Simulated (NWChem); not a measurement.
Program: NWChem. System: iodine monochloride (ClI), charge 0, spin multiplicity 1, at a geometry optimised with B3LYP/def2-SVP with def2 effective core potentials on I. Level: CCSD(T)/def2-TZVP with def2 effective core potentials on I, 9 core orbitals frozen.

Job file:

```
start mol
memory heap 100 mb stack 700 mb global 1900 mb
geometry units angstroms nocenter noautoz
  Cl     0.000000     0.000000     1.807518
  I      0.000000     0.000000    -0.579770
  symmetry group C2v
end
basis spherical
  * library def2-tzvp
end
ecp
  I library def2-ecp
end
scf
  rhf
  nopen 0
  maxiter 100
  thresh 1e-7
  semidirect memsize 60000000 filesize 0
end
ccsd
  freeze core 9
  maxiter 60
end
task ccsd(t) energy
```

NWChem printed:

```
             Northwest Computational Chemistry Package (NWChem) 7.3.0
             --------------------------------------------------------

                                NWChem Input Module
                                -------------------

 Scaling coordinates for geometry "geometry" by  1.889725989
 (inverse scale =  0.529177249)

 Turning off AUTOSYM since
 SYMMETRY directive was detected!

                             Geometry "geometry" -> ""
                             -------------------------

 Output coordinates in angstroms (scale by  1.889725989 to convert to a.u.)

  No.       Tag          Charge          X              Y              Z
 ---- ---------------- ---------- -------------- -------------- --------------
    1 Cl                  17.0000     0.00000000     0.00000000     1.80751800
    2 I                   53.0000     0.00000000     0.00000000    -0.57977000

 Effective nuclear repulsion energy (a.u.)     199.7198081458

            Nuclear Dipole moment (a.u.)
            ----------------------------
        X                 Y               Z
 ---------------- ---------------- ----------------
     0.0000000000     0.0000000000    -0.0000075589

      Symmetry information
      --------------------

 Group name             C2v
 Group number             16
 Group order               4
 No. of unique centers     2

      Symmetry unique atoms

     1    2


 Summary of "ao basis" -> "" (spherical)
 ------------------------------------------------------------------------------
       Tag                 Description            Shells   Functions and Types
 ---------------- ------------------------------  ------  ---------------------
 *                         def2-tzvp                  on all atoms

 Summary of "ao basis" -> "ao basis" (spherical)
 ------------------------------------------------------------------------------
       Tag                 Description            Shells   Functions and Types
 ---------------- ------------------------------  ------  ---------------------
 Cl                        def2-tzvp                13       37   5s5p2d1f
 I                         def2-tzvp                16       50   6s5p3d2f

                                 NWChem SCF Module
                                 -----------------

  ao basis        = "ao basis"
  functions       =    87
  atoms           =     2
  closed shells   =    21
  open shells     =     0
  charge          =   0.00
  wavefunction    = RHF
  use symmetry    = T
  symmetry adapt  = T

 Summary of "ao basis" -> "ao basis" (spherical)
 ------------------------------------------------------------------------------
       Tag                 Description            Shells   Functions and Types
 ---------------- ------------------------------  ------  ---------------------
 Cl                        def2-tzvp                13       37   5s5p2d1f
 I                         def2-tzvp                16       50   6s5p3d2f

      Symmetry analysis of basis
      --------------------------

        a1         37
        a2          8
        b1         21
        b2         21

 Forming initial guess at       0.1s

      Superposition of Atomic Density Guess
      -------------------------------------

 Sum of atomic energies:        -806.63952018

      Non-variational initial energy
      ------------------------------

 Total energy =    -756.153065
 1-e energy   =   -1340.564727
 2-e energy   =     490.204205
 HOMO         =      -0.315914
 LUMO         =      -0.148646
[...]
task       261 out of       435 done  60%  at       5.9 secs
task       283 out of       435 done  65%  at       6.3 secs
task       305 out of       435 done  70%  at       6.5 secs
task       327 out of       435 done  75%  at       6.8 secs
task       348 out of       435 done  80%  at       7.1 secs
task       370 out of       435 done  85%  at       7.5 secs
task       392 out of       435 done  90%  at       7.9 secs
task       414 out of       435 done  95%  at       8.3 secs
task       435 out of       435 done 100%  at       8.6 secs
 commencing triples evaluation - blocking       1
 ccsd(t): done        1 out of       66 progress:    1.5%
 ccsd(t): done        2 out of       66 progress:    3.0%
 ccsd(t): done        3 out of       66 progress:    4.5%
 ccsd(t): done        4 out of       66 progress:    6.1%
 ccsd(t): done        5 out of       66 progress:    7.6%
 ccsd(t): done        6 out of       66 progress:    9.1%
 ccsd(t): done        7 out of       66 progress:   10.6%
 ccsd(t): done        8 out of       66 progress:   12.1%
 ccsd(t): done        9 out of       66 progress:   13.6%
 ccsd(t): done       10 out of       66 progress:   15.2%
 ccsd(t): done       11 out of       66 progress:   16.7%
 ccsd(t): done       12 out of       66 progress:   18.2%
 ccsd(t): done       13 out of       66 progress:   19.7%
 ccsd(t): done       14 out of       66 progress:   21.2%
 ccsd(t): done       15 out of       66 progress:   22.7%
 ccsd(t): done       16 out of       66 progress:   24.2%
 ccsd(t): done       17 out of       66 progress:   25.8%
 ccsd(t): done       18 out of       66 progress:   27.3%
 ccsd(t): done       19 out of       66 progress:   28.8%
 ccsd(t): done       20 out of       66 progress:   30.3%
 ccsd(t): done       21 out of       66 progress:   31.8%
 ccsd(t): done       22 out of       66 progress:   33.3%
 ccsd(t): done       23 out of       66 progress:   34.8%
 ccsd(t): done       24 out of       66 progress:   36.4%
 ccsd(t): done       25 out of       66 progress:   37.9%
 ccsd(t): done       26 out of       66 progress:   39.4%
 ccsd(t): done       27 out of       66 progress:   40.9%
 ccsd(t): done       28 out of       66 progress:   42.4%
 ccsd(t): done       29 out of       66 progress:   43.9%
 ccsd(t): done       30 out of       66 progress:   45.5%
 ccsd(t): done       31 out of       66 progress:   47.0%
 ccsd(t): done       32 out of       66 progress:   48.5%
 ccsd(t): done       33 out of       66 progress:   50.0%
 ccsd(t): done       34 out of       66 progress:   51.5%
 ccsd(t): done       35 out of       66 progress:   53.0%
 ccsd(t): done       36 out of       66 progress:   54.5%
 ccsd(t): done       37 out of       66 progress:   56.1%
 ccsd(t): done       38 out of       66 progress:   57.6%
 ccsd(t): done       39 out of       66 progress:   59.1%
 ccsd(t): done       40 out of       66 progress:   60.6%
 ccsd(t): done       41 out of       66 progress:   62.1%
 ccsd(t): done       42 out of       66 progress:   63.6%
 ccsd(t): done       43 out of       66 progress:   65.2%
 ccsd(t): done       44 out of       66 progress:   66.7%
 ccsd(t): done       45 out of       66 progress:   68.2%
 ccsd(t): done       46 out of       66 progress:   69.7%
 ccsd(t): done       47 out of       66 progress:   71.2%
 ccsd(t): done       48 out of       66 progress:   72.7%
 ccsd(t): done       49 out of       66 progress:   74.2%
 ccsd(t): done       50 out of       66 progress:   75.8%
 ccsd(t): done       51 out of       66 progress:   77.3%
 ccsd(t): done       52 out of       66 progress:   78.8%
 ccsd(t): done       53 out of       66 progress:   80.3%
 ccsd(t): done       54 out of       66 progress:   81.8%
 ccsd(t): done       55 out of       66 progress:   83.3%
 ccsd(t): done       56 out of       66 progress:   84.8%
 ccsd(t): done       57 out of       66 progress:   86.4%
 ccsd(t): done       58 out of       66 progress:   87.9%
 ccsd(t): done       59 out of       66 progress:   89.4%
 ccsd(t): done       60 out of       66 progress:   90.9%
 ccsd(t): done       61 out of       66 progress:   92.4%
 ccsd(t): done       62 out of       66 progress:   93.9%
 ccsd(t): done       63 out of       66 progress:   95.5%
 ccsd(t): done       64 out of       66 progress:   97.0%
 ccsd(t): done       65 out of       66 progress:   98.5%
 ccsd(t): done       66 out of       66 progress:  100.0%
 Time for integral evaluation pass     1        8.71
 Time for triples evaluation pass      1       10.89

 pseudo-e(mp4)  -0.19729630085137E-01
 pseudo-e(mp5)   0.42915241743476E-03
        e(t)    -0.19300477667702E-01

 --------------
 CCSD(T) Energy
 --------------
 Reference energy:                    -756.163832682464545

 CCSD corr. energy:                     -0.669385697184743
 T(CCSD) corr. energy:                  -0.019729630085137
 Total CCSD+T(CCSD) energy:           -756.852948009734405

 CCSD corr. energy:                     -0.669385697184743
 (T) corr. energy:                      -0.019300477667702
 Total CCSD(T) energy:                -756.852518857317023

 routine      calls  cpu(0)   cpu-min  cpu-ave  cpu-max   i/o
 aoccsd          1     0.02     0.02     0.02     0.02    0.00
 iterdrv         1     0.03     0.03     0.03     0.03    0.00
 pampt          11     0.17     0.17     0.17     0.17    0.00
 t2pm           11     0.33     0.33     0.33     0.33    0.00
 sxy            11     0.46     0.46     0.46     0.46    0.00
 ints      2006873    84.84    84.84    84.84    84.84    0.00
 t2eri        4785    14.36    14.36    14.36    14.36    0.00
 idx2         4785     1.54     1.54     1.54     1.54    0.00
 idx34          11     0.16     0.16     0.16     0.16    0.00
 ht2pm          11     0.33     0.33     0.33     0.33    0.00
 itm            11     2.26     2.26     2.26     2.26    0.00
 pdiis          11     0.04     0.04     0.04     0.04    0.00
 triples         1     0.00     0.00     0.00     0.00    0.00
 rdtrpo          1     0.02     0.02     0.02     0.02    0.00
 trpmos          1     8.71     8.71     8.71     8.71    0.00
 trpdrv          1     1.28     1.28     1.28     1.28    0.00
 dovvv      123552     4.92     4.92     4.92     4.92    0.00
 doooo      123552     1.25     1.25     1.25     1.25    0.00
 tengy      114048     3.30     3.30     3.30     3.30    0.00
 Total               124.02   124.02   124.02   124.02    0.00

 Task  times  cpu:      132.2s     wall:      132.2s

 Total times  cpu:      132.2s     wall:      132.2s
```
